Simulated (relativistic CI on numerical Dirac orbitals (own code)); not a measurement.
W XXVIII: computed level list

Calculated at this level of theory: Dirac-Coulomb-Breit CI, separate exchange-only KLI orbitals for each configuration, model QED, unscaled Slater integrals (own radial code, finite nucleus).

Configurations in the expansion (outside the closed core [Ar] 3d10): 4s2 4p6 4d10 4f, 4s2 4p6 4d9 4f2, 4s2 4p6 4d10 5s, 4s2 4p6 4d10 5p, 4s2 4p5 4d10 4f2, 4s2 4p6 4d10 5d, 4s 4p6 4d10 4f2, 4s2 4p6 4d9 4f 5s, 4s2 4p6 4d9 5s2, 4s2 4p6 4d10 5f, 4s2 4p4 4d10 4f3, 4s2 4p6 4d9 5s 5p, 4s2 4p6 4d9 4f 5p, 4s2 4p6 4d8 4f2 5s, 4s2 4p6 4d10 6s, 4s2 4p6 4d10 5g. Levels of other configurations are missing.

The lowest level is 4s2 4p6 4d10 4f 2F°_5/2, with 100 % of that term; Hund's rules for 4s2 4p6 4d10 4f give 2F° with J = 5/2, in agreement.

```csv
No.,Configuration,Term,J,E (cm⁻¹),%,Next component (%)
1,4s2 4p6 4d10 4f,2F°,5/2,0,100,
2,4s2 4p6 4d10 4f,2F°,7/2,29319,100,
3,4s2 4p6 4d10 5s,2S,1/2,1055382,98,2 4s2 4p6 4d8 4f2 5s 2S
4,4s2 4p6 4d10 5p,2P°,1/2,1483029,100,
5,4d9 4f2(3H),4F,3/2,1541820,94,4 2D
6,4d9 4f2(3H),4F,5/2,1546637,66,18 4G
7,4d9 4f2(3H),4F,7/2,1561229,52,34 4G
8,4s2 4p6 4d9 4f2,2G,7/2,1580356,27,23 4D
9,4d9 4f2(3F),4F,9/2,1582150,50,38 4G
10,4d9 4f2(3H),4K,13/2,1586293,45,41 2K
11,4d9 4f2(3F),4D,5/2,1590029,38,21 4G
12,4d9 4f2(1G),2G,9/2,1592583,33,27 4H
13,4d9 4f2(1G),2F,5/2,1596190,40,24 4F
14,4d9 4f2(3H),4K,15/2,1599570,77,19 2K
15,4d9 4f2(3F),4D,3/2,1601216,59,17 4F
16,4d9 4f2(3H),4H,11/2,1602851,39,27 4I
17,4d9 4f2(3P),4D,7/2,1602915,44,30 2G
18,4d9 4f2(3F),4G,11/2,1609319,44,16 2H
19,4d9 4f2(3H),4K,17/2,1611022,92,8 2L
20,4d9 4f2(3H),4G,7/2,1611669,37,27 2F
21,4d9 4f2(3F),4D,1/2,1613692,64,28 4P
22,4d9 4f2(3F),4H,13/2,1615929,65,19 2I
23,4d9 4f2(3F),4D,5/2,1620259,29,29 2F
24,4d9 4f2(3F),4G,9/2,1625707,43,19 2G
25,4d9 4f2(3H),4G,9/2,1628385,35,34 2H
26,4d9 4f2(1G),2F,7/2,1631786,37,26 2G
27,4d9 4f2(3F),4G,11/2,1633602,25,22 2H
28,4d9 4f2(3H),4I,13/2,1635154,44,27 2K
29,4d9 4f2(1G),2D,3/2,1636336,71,20 4P
30,4d9 4f2(3F),4P,1/2,1640119,61,19 4D
```

Energies count from the lowest computed level; ° marks odd parity. Percentages are summed over parent terms; the parents shown are those of the largest component, closed shells are left out there.

The mean weight of the leading LS term, summed over parents, in these 30 levels is 57 %, and that of the leading jj configuration (from the same eigenvectors) 76 %, so jj coupling describes them better and the LS labels are nominal.

At this charge energies of transitions that change n are usually good to better than 1 %, and those within a shell (Δn = 0) to a few per cent.

LS names give the leading component of a level, which can be under half, so a name can repeat, a term be missing and a line seem to break the LS rules.
